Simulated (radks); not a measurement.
Q: The lutetium ion Lu+ is in [Xe] 4f14 6s2. All-electron calculation, scalar-relativistic Kohn-Sham, BLYP, spin-polarised, spherical densities, finite nucleus; Fermi nuclear charge, rms radius of each element as measured or else 0.836 A^(1/3) + 0.57 fm. Program: a radial shooting solver on a logarithmic mesh with Libxc functionals. Open shells are filled with parallel spins first. One electron is removed from 5s, 6s, 4f, 5p in turn, with full relaxation. Which removal costs least, and what does each cost?

A: 6s 14.125 eV; 4f 27.357 eV; 5p 46.584 eV; 5s 76.816 eV. The 6s electron leaves first.
